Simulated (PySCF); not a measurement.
Compound: C₇H₇NO₂.
SMILES with atom numbers: `[CH3:1][O:2][C:3](=[O:4])[c:5]1[cH:6][cH:7][cH:8][cH:9][n:10]1` (hydrogens: H11, H12, H13 on C1; H14 on C6; H15 on C7; H16 on C8; H17 on C9)

The same species was optimised twice, with GFN2-xTB and with PBE0-D3(BJ)/def2-SVP (PySCF), and the same property calculations (PySCF, gas phase) were run on both structures.

```tsv
coordinate	GFN2-xTB	PBE0-D3(BJ)/def2-SVP	change
C9–N10 (Å)	1.318	1.327	+0.009
C3–C5 (Å)	1.493	1.500	+0.007
C8–C9 (Å)	1.390	1.397	+0.007
C7–C8 (Å)	1.386	1.392	+0.006
C6–C7 (Å)	1.385	1.391	+0.006
C5–C6 (Å)	1.393	1.398	+0.005
C1–O2 (Å)	1.419	1.415	-0.004
C5–N10 (Å)	1.328	1.332	+0.004
O2–C3 (Å)	1.329	1.326	-0.003
C3=O4 (Å)	1.208	1.207	-0.001
C3–C5–C6 (°)	118.7	117.5	-1.2
C3–C5–N10 (°)	118.2	119.0	+0.8
O2–C3–C5 (°)	112.6	113.1	+0.5
C1–O2–C3 (°)	116.0	115.5	-0.5
C6–C5–N10 (°)	123.1	123.5	+0.4
O4–C3–C5 (°)	123.4	123.0	-0.4
C5–N10–C9 (°)	118.1	117.8	-0.3
C7–C8–C9 (°)	118.3	118.5	+0.2
C1–O2–C3–O4 (°)	0	0	0
O2–C3–C5–C6 (°)	180	179	-1
```

Rotational constants: A = 3632, B = 874.6, C = 708.0 MHz (GFN2-xTB) against A = 3631, B = 868.0, C = 703.7 MHz (PBE0-D3(BJ)/def2-SVP).

On the GFN2-xTB structure: HOMO (eV) -7.51 [PBE0/pcSseg-1]; LUMO (eV) -1.65 [PBE0/pcSseg-1]; dipole (D) 1.74 [PBE0/pcSseg-1]; GIAO shielding of C1 (ppm) 132.6 [PBE0/pcSseg-1]; GIAO shielding of O2 (ppm) 149.4 [PBE0/pcSseg-1]; GIAO shielding of C3 (ppm) 13.6 [PBE0/pcSseg-1]; GIAO shielding of O4 (ppm) -80.4 [PBE0/pcSseg-1]; GIAO shielding of C5 (ppm) 33.3 [PBE0/pcSseg-1]; GIAO shielding of C6 (ppm) 55.1 [PBE0/pcSseg-1]; GIAO shielding of C7 (ppm) 44.8 [PBE0/pcSseg-1]; GIAO shielding of C8 (ppm) 55.3 [PBE0/pcSseg-1].

Q: What do these properties become on the PBE0-D3(BJ)/def2-SVP structure?

A: 
```tsv
property	level	on GFN2-xTB	on PBE0-D3(BJ)/def2-SVP	change
HOMO (eV)	PBE0/pcSseg-1	-7.51	-7.55	-0.04
LUMO (eV)	PBE0/pcSseg-1	-1.65	-1.66	-0.01
dipole (D)	PBE0/pcSseg-1	1.74	1.70	-0.04
energy, GFN2-xTB geometry as zero (kcal/mol)	PBE0/pcSseg-1	0.0	-0.1	-0.1
GIAO shielding of C1 (ppm)	PBE0/pcSseg-1	132.6	131.8	-0.8
GIAO shielding of O2 (ppm)	PBE0/pcSseg-1	149.4	150.6	+1.2
GIAO shielding of C3 (ppm)	PBE0/pcSseg-1	13.6	13.8	+0.2
GIAO shielding of O4 (ppm)	PBE0/pcSseg-1	-80.4	-79.4	+1.0
GIAO shielding of C5 (ppm)	PBE0/pcSseg-1	33.3	31.9	-1.4
GIAO shielding of C6 (ppm)	PBE0/pcSseg-1	55.1	52.9	-2.2
GIAO shielding of C7 (ppm)	PBE0/pcSseg-1	44.8	42.9	-1.9
GIAO shielding of C8 (ppm)	PBE0/pcSseg-1	55.3	52.9	-2.4
```

The heavy atoms differ by 0.024 Å rms after alignment. Among bonds between heavy atoms C9–N10 changes most (+0.009 Å). Changes are differences of the printed values. Neither structure is proved a minimum here.

Shape of the structure used: `[CH3:1][O:2][C:3](=[O:4])[c:5]1[cH:6][cH:7][cH:8][cH:9][n:10]1`: C1–O2–C3–O4 0°, O2–C3–C5–C6 179°.
